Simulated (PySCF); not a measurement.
Computed shifts of a molecule C4H7F, PBE/pcSseg-1 run with PySCF, GIAO, gas phase, atoms alike by connectivity averaged where their shifts nearly agree, in ppm (number of nuclei): ¹³C: 167.2 (1), 106.3 (1), 17.2 (1), 16.9 (1). ¹⁹F: -106.9 (1). ¹H: 5.31 (1), 2.13 (3), 1.96 (3). References: ¹³C against TMS (σ = 182.0 ppm); ¹⁹F against CFCl3 (σ = 133.6 ppm); ¹H against TMS (σ = 31.49 ppm), references at their B3LYP-D3(BJ)/def2-TZVP geometries, non-relativistic. Geometry optimised at ωB97X-D3(BJ)/def2-SVP. The values are those of a single conformer.

Identify the compound among the candidates.
A) C[C@H]1C[C@@H]1F
B) CC1(F)CC1
C) C=C[C@H](C)F
D) C/C=C(\C)F

D, C/C=C(\C)F
